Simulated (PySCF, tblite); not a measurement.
Species: C₄H₄N₂O₂.
Z-matrix (Å and degrees, GFN2-xTB geometry), rows numbered from 1:
```
C 
C   1  1.4735
N   2  1.3032  1  127.15
N   3  1.3315  2  107.30  1  -179.97
C   4  1.3033  3  107.44  2    -0.00
C   5  1.4609  4  125.81  3  -179.98
O   6  1.2000  5  125.18  4   179.90
O   2  1.3414  1  121.42  3  -179.97
H   1  1.0889  2  109.95  3   120.52
H   1  1.0888  2  109.95  3  -120.59
H   1  1.0850  2  108.99  3    -0.03
H   6  1.1032  5  111.34  4    -0.13
```

Level of theory: wB97X-D/def2-SVPD in PySCF (dipole) on a GFN2-xTB geometry, gas phase.

Masses are those of the commonest isotopes; rigid-rotor values at the optimised geometry. The values belong to one conformer with, in the numbering `[CH3:1][c:2]1[n:3][n:4][c:5]([CH:6]=[O:7])[o:8]1`, N4–C5–C6–O7 180°.

Problem. Give the principal moments of inertia and the rotational constants in MHz.

Solution. Ia = 88.94, Ib = 342.18, Ic = 427.98 u·Å²; 505379 MHz·u·Å²/I gives A = 5682, B = 1477, C = 1181 MHz.

Problem. What kind of rotor is it?

Solution. An asymmetric top: κ = (2 × 1477 − 5682 − 1181)/(5682 − 1181) = -0.87.

Problem. Is it planar, by Δ = Ic − Ia − Ib?

Solution. Not planar: Δ = Ic − Ia − Ib = -3.13 u·Å². For a rigid frame Δ = −2 Σ m c², so Σ m c² = 1.57 u·Å² lies off the ab plane, practically all of it from hydrogen. The atom farthest from that plane is 0.88 Å away.

Problem. Give the coordinates in the principal-axis frame, origin at the centre of mass.

Solution. The sense of each axis is arbitrary; atoms in the order of the calculation.
| atom | mass (u) | a (Å) | b (Å) | c (Å) |
| --- | --- | --- | --- | --- |
| C1 | 12.000 | -2.629 | 0.998 | 0.000 |
| C2 | 12.000 | -1.401 | 0.183 | 0.000 |
| N3 | 14.003 | -1.320 | -1.118 | -0.001 |
| N4 | 14.003 | -0.026 | -1.433 | 0.000 |
| C5 | 12.000 | 0.648 | -0.318 | 0.000 |
| C6 | 12.000 | 2.104 | -0.200 | 0.001 |
| O7 | 15.995 | 2.714 | 0.833 | -0.001 |
| O8 | 15.995 | -0.185 | 0.750 | 0.000 |
| H9 | 1.008 | -2.651 | 1.636 | 0.882 |
| H10 | 1.008 | -2.651 | 1.638 | -0.881 |
| H11 | 1.008 | -3.490 | 0.338 | 0.000 |
| H12 | 1.008 | 2.587 | -1.192 | 0.003 |

Problem. Which types of transition are allowed, and where do some lines up to J = 2 fall?

Solution. The dipole components are |μa| = 2.36 D, |μb| = 1.39 D, |μc| = 0.00 D; the mirror of this Cs structure is the ab plane, so μc vanishes by symmetry and there are no c-type lines. The squared components, which scale the intensities, stand as 1.00 : 0.35 (a : b). Some lines, for components of 0.1 D or more:

```csv
type,branch,"J(Ka,Kc)",MHz,lower level (cm⁻¹)
a,Q,"2(1,1) ← 2(1,2)",888,0.396
b,R,"2(0,2) ← 1(1,1)",1095,0.229
b,Q,"2(1,1) ← 2(0,2)",4813,0.265
a,R,"2(1,2) ← 1(1,1)",5019,0.229
a,R,"2(0,2) ← 1(0,1)",5300,0.089
a,R,"2(1,1) ← 1(1,0)",5612,0.239
b,R,"2(1,2) ← 1(0,1)",9225,0.089
b,Q,"2(2,0) ← 2(1,1)",12631,0.426
b,Q,"2(2,1) ← 2(1,2)",13505,0.396
b,R,"2(2,1) ← 1(1,0)",18228,0.239
b,R,"2(2,0) ← 1(1,1)",18539,0.229
```

Its GFN2-xTB frequencies are all real (lowest 54 cm⁻¹). No vibrational averaging or centrifugal distortion is included, and the geometry carries the error of its method. A rigid rotor knows nothing of internal rotation, which can split or shift real lines. Quadrupole hyperfine structure (14N) is left out.

Rough CPU time on one thread of a shared machine: about 90 s (with the writing of density and orbital grids). This is the wB97X-D/def2-SVPD job that gave the dipole, with the excitations it also computed.
